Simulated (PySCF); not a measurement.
SiHCl, SMILES Cl[SiH] (connectivity only; charge and spin as stated), neutral, multiplicity 1. Atoms are numbered in the order given.

```xyz
3

Si     0.1114     1.1050     0.0000
H     -1.4186     1.3137     0.0000
Cl    -0.0083    -0.9873     0.0000
```
Charge 0, spin multiplicity 1.

Geometry: PBE-D3(BJ)/def2-TZVP. The isomer is the one that the SMILES or the coordinates give; other isomers of the formula were not compared.

These are TDA-PBE0/def2-TZVPD (PySCF 2.14.0) values and carry that method's errors.

Vertical excitations. Gas-phase values at a fixed geometry. State labels are in the subgroup Cs.

```json
[
 {"state": "S1", "symmetry": "A\"", "energy (eV)": "2.78", "λ (nm)": "445", "f": "0.021", "main pairs": "HOMO→LUMO 97 %"},
 {"state": "S2", "symmetry": "A\"", "energy (eV)": "5.17", "λ (nm)": "240", "f": "0.015", "main pairs": "HOMO−1→LUMO 98 %"},
 {"state": "S3", "symmetry": "A'", "energy (eV)": "5.51", "λ (nm)": "225", "f": "0.039", "main pairs": "HOMO→LUMO+1 84 %"},
 {"state": "S4", "symmetry": "A'", "energy (eV)": "6.04", "λ (nm)": "205", "f": "0.117", "main pairs": "HOMO−2→LUMO 80 %"},
 {"state": "S5", "symmetry": "A\"", "energy (eV)": "6.10", "λ (nm)": "203", "f": "0.005", "main pairs": "HOMO−3→LUMO 99 %"},
 {"state": "S6", "symmetry": "A'", "energy (eV)": "6.33", "λ (nm)": "196", "f": "0.124", "main pairs": "HOMO→LUMO+2 97 %"},
 {"state": "S7", "symmetry": "A'", "energy (eV)": "7.41", "λ (nm)": "167", "f": "0.131", "main pairs": "HOMO→LUMO+3 83 %"},
 {"state": "S8", "symmetry": "A'", "energy (eV)": "7.60", "λ (nm)": "163", "f": "0.046", "main pairs": "HOMO→LUMO+4 96 %"},
 {"state": "S9", "symmetry": "A\"", "energy (eV)": "7.60", "λ (nm)": "163", "f": "0.016", "main pairs": "HOMO→LUMO+5 98 %"},
 {"state": "S10", "symmetry": "A'", "energy (eV)": "7.69", "λ (nm)": "161", "f": "0.007", "main pairs": "HOMO→LUMO+6 90 %"},
 {"state": "T1", "symmetry": "A\"", "energy (eV)": "1.44", "λ (nm)": "858", "f": "0", "main pairs": "HOMO→LUMO 97 %"},
 {"state": "T2", "symmetry": "A'", "energy (eV)": "4.33", "λ (nm)": "286", "f": "0", "main pairs": "HOMO→LUMO+1 92 %"},
 {"state": "T3", "symmetry": "A\"", "energy (eV)": "4.62", "λ (nm)": "269", "f": "0", "main pairs": "HOMO−1→LUMO 93 %"},
 {"state": "T4", "symmetry": "A'", "energy (eV)": "4.83", "λ (nm)": "257", "f": "0", "main pairs": "HOMO−2→LUMO 98 %"}
]
```
Triplets are in the Tamm–Dancoff approximation.
